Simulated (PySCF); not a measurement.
Isomers of C5H12GeO2, from PySCF 2.14.0, PBE0-D3(BJ)/def2-SVP geometry optimisation, gas phase. One conformer each, no zero-point energy, no frequencies.

**Question.** Which isomer lies lower at this level?
A. `[CH2:1]=[C:2]([CH3:3])[CH2:4][O:5][GeH2:6][O:7][CH3:8]` with C1–C2–C4–O5 -2°, C2–C4–O5–Ge6 -97°, C4–O5–Ge6–O7 80°, O5–Ge6–O7–C8 -81°: A = 2231, B = 874.4, C = 715.9 MHz, dipole 2.25 D
B. `[CH3:1][CH:2]([CH3:3])[GeH:4]1[O:5][CH2:6][CH2:7][O:8]1` with C1–C2–Ge4–O5 -52°, C2–Ge4–O5–C6 130°, Ge4–O5–C6–C7 -32°, O5–C6–C7–O8 41°, C6–C7–O8–Ge4 -30°: A = 2653, B = 1105, C = 1063 MHz, dipole 0.98 D

**Answer.** B. That is `C[CH](C)[GeH]1[O]CC[O]1`, 25.9 kcal/mol below the other.

| SMILES | mapped SMILES | E (Eh) | relative (kcal/mol) | relative (kJ/mol) | dipole (D) |
| --- | --- | --- | --- | --- | --- |
| C[CH](C)[GeH]1[O]CC[O]1 | [CH3:1][CH:2]([CH3:3])[GeH:4]1[O:5][CH2:6][CH2:7][O:8]1 | -2424.07365 | 0.0 | 0.0 | 0.98 |
| C=C(C)C[O][GeH2][O]C | [CH2:1]=[C:2]([CH3:3])[CH2:4][O:5][GeH2:6][O:7][CH3:8] | -2424.03243 | 25.9 | 108.2 | 2.25 |

As drawn, the higher has a C=C bond outside aromatic rings, which the lower lacks.
